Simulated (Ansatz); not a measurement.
Reaction (formal exchange of groups at the Si–C bond): `C[SiH2]C(F)BF` + `CNCO` → `C[SiH2]NCO` + `CC(F)BF`

Isolated molecules relaxed with PBE0-D4/def2-TZVP in Ansatz; ΔE leaves out vibrations. CBS: MP2 limit from def2 TZ/QZ plus the TZ coupled-cluster correction, frozen cores. DFT in def2-TZVPP. One conformer a species, not always the lowest.

`C[SiH2]C(F)BF`:

Cartesian coordinates in Å:
```
C -0.043 1.758 -0.609
Si -1.026 0.276 -0.042
C 0.053 -1.308 -0.123
F -0.788 -2.414 0.040
B 1.190 -1.282 0.933
F 2.151 -0.375 0.797
H 0.838 1.909 0.018
H 0.291 1.635 -1.642
H -0.657 2.660 -0.558
H -2.202 0.027 -0.915
H -1.499 0.456 1.357
H 0.466 -1.336 -1.142
H 1.225 -2.005 1.886
```

`CNCO`:

Z-matrix (Å, degrees):
```
C
N 1 1.447
H 1 1.091 2 109.6
H 1 1.102 2 114.3 3 -121.4
H 1 1.093 2 109.5 3 117.8
C 2 1.439 1 113.8 3 178.7
H 2 1.013 1 110.6 3 55.3
O 6 1.399 2 110.6 1 171.4
H 6 1.101 2 114.1 1 -70.0
H 6 1.101 2 107.1 1 49.0
H 8 0.963 6 106.4 2 -48.6
```

`C[SiH2]NCO`:

Cartesian coordinates in Å:
```
C 1.662 1.469 -0.026
Si 0.925 -0.138 -0.629
N -0.789 -0.255 -0.505
C -1.512 -0.531 0.697
O -2.353 -1.654 0.590
H 1.426 1.639 1.028
H 1.278 2.317 -0.599
H 2.751 1.455 -0.129
H 1.501 -1.249 0.181
H 1.261 -0.323 -2.067
H -1.373 0.022 -1.279
H -0.780 -0.663 1.508
H -2.180 0.289 0.980
H -1.816 -2.378 0.252
```

`CC(F)BF`:

Z-matrix (Å, degrees):
```
C
C 1 1.517
H 1 1.092 2 110.0
H 1 1.091 2 110.3 3 -119.8
H 1 1.092 2 111.1 3 120.1
F 2 1.396 1 109.2 3 177.3
B 2 1.573 1 113.0 3 -59.5
H 2 1.101 1 108.8 3 61.3
F 7 1.323 2 117.6 1 61.6
H 7 1.197 2 124.2 1 -118.1
```

```json
{"species": "`C[SiH2]C(F)BF`", "PBE0-D4 energy (Eh)": "-594.19943"}
{"species": "`CNCO`", "PBE0-D4 energy (Eh)": "-210.23543"}
{"species": "`C[SiH2]NCO`", "PBE0-D4 energy (Eh)": "-500.86195"}
{"species": "`CC(F)BF`", "PBE0-D4 energy (Eh)": "-303.60802"}
```

(1) Work out ΔE.

Largest T1 diagnostic among the species: 0.012.

Results:

(1) ΔE = (-500.86195) + (-303.60802) − (-594.19943) − (-210.23543) = -0.03511 Eh = -0.96 eV. CCSD(T)/CBS gives -1.03 eV.

In def2-TZVPP, CCSD(T) changes the Hartree–Fock value by +0.10 eV (the triples alone add +0.02 eV) and MP2 by +0.05 eV. From PBE to PBE0 (25 % exact exchange), in def2-TZVPP and without D4, ΔE moves by −0.06 eV.
